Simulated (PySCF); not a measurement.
CH3FTe, SMILES [Te](F)C, B3LYP/def2-SVP optimised geometry.

```
6

Te    -1.20    -0.45     0.00
F     -1.32     1.50     0.00
C      0.96    -0.45     0.00
H      1.28    -1.50     0.01
H      1.32     0.06     0.90
H      1.32     0.04    -0.91
```

Density from B3LYP/def2-TZVP, def2 effective core potentials past Kr (PySCF) at that geometry. The core electrons that the potentials of Te replace are not part of the density.

Minimum of the electron density along straight lines between bonded atoms, close to the bond critical point (lines longer than 1.1 times the sum of covalent radii, or with two minima, are not listed):

```tsv
bond	length / Å	ρ at the minimum / e bohr⁻³	∇²ρ there / e bohr⁻⁵	position (fraction from the first atom)
Te1–F2	1.961	0.117	0.39	0.51
Te1–C3	2.160	0.115	-0.02	0.52
C3–H4	1.101	0.271	-0.90	0.64
C3–H5	1.097	0.276	-0.94	0.65
C3–H6	1.097	0.276	-0.94	0.65
```
